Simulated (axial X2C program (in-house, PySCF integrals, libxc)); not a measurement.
MnIn: from the spin-free to the two-component result

Calculated with an in-house all-electron X2C program for linear molecules (integrals from PySCF). Spin-free means the one-electron spin-free X2C Hamiltonian; two-component (2c) means X2C with spin–orbit coupling and atomic mean-field two-electron Coulomb and Gaunt terms, so the difference of the two also holds small scalar two-electron terms. Basis: In dyall-cv3z [11s12p9d4f1g], Mn dyall-cv3z [9s10p6d3f2g] (cores contracted in-house); Gaussian nuclei, density fitting, unrestricted open shells. Masses: In 114.904 u, Mn 54.938 u.

Spin-free state: M_S = 2, Λ = 1 (beyond evenly filled blocks: σα, π+α, π+β, π-α, δ+α, δ-α); fragments In + Mn.

```tsv
level	Re (Å)	ωe (cm⁻¹)	De (eV)	μ (D)
PBE0	2.835	145.6	0.663	1.25
```

Dipoles are positive if Mn is the positive end.

Two-component determinant lowest at the distance of the search:

Ω = 3 (⟨Sz⟩ = 2.02, ⟨Lz⟩ = 0.98 at PBE0); fragments In + Mn.

| level | Re (Å) | ωe (cm⁻¹) | μ (D) |
| --- | --- | --- | --- |
| PBE0 | 2.842 | 141.5 | 1.27 |

From the two tables, how do the constants change at the PBE0 level (2c against spin-free)?

At the PBE0 level Re goes up by 0.007 Å and ωe falls by 4.1 cm⁻¹.

Occupations by symmetry block were frozen at the best pattern of an incomplete PBE0 search. Dissociation energies refer to the lowest single-determinant-based atoms at the same level and basis. De is not given where an atomic determinant may have missed its ground term or J level, or where the truncated virtual space spoils (T). Density functionals use the spin component along the axis (collinear). Without a current term, density functionals place determinants with orbital angular momentum somewhat too high. The atomic limit has a lower orbital projection than the molecule and lies lower at mean-field level, so De may be about a tenth of an eV too small. With several unpaired electrons one determinant need not be a pure state. The bond is weak and the correlated curve of this state has no minimum in the scanned range, so this well may be an artefact of the functional. Open-shell Ω = 0 determinants with evenly filled partner blocks cannot be reached by this program, so the Ω shown need not be the lowest component. The determinant is spin-polarised beyond a pure state at some levels (its spin-free form has ⟨S²⟩ too high), which makes Re and μ there less reliable. Under one Hamiltonian the search converged a single determinant, so lower ones may well exist.
